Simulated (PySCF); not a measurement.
H3MnO5, SMILES [OH][Mn]([OH])(=[O])([OH])=[O], multiplicity 1. Geometry: B3LYP-D3(BJ)/def2-SVP. The multiplicity is an assumed one; other spin states were not compared. One conformer was computed; it need not be the lowest.

**Question.** Give the equilibrium geometry at B3LYP-D3(BJ)/def2-SVP (PySCF confirms it by a frequency run) as a Z-matrix. (An estimate is asked for; the answer gives what the named calculation found.)

**Answer.** This is not unique; one that fits is 
```
Mn
O 1 1.5371
O 1 1.5566 2 111.28
O 1 1.7725 2 105.09 3 -107.06
H 4 0.9745 1 108.05 2 -105.39
O 1 1.8216 2 111.84 3 167.87
H 6 0.9761 1 103.25 2 -98.23
O 7 1.8340 6 106.31 1 3.35
H 8 0.9714 7 146.37 6 -101.88
```
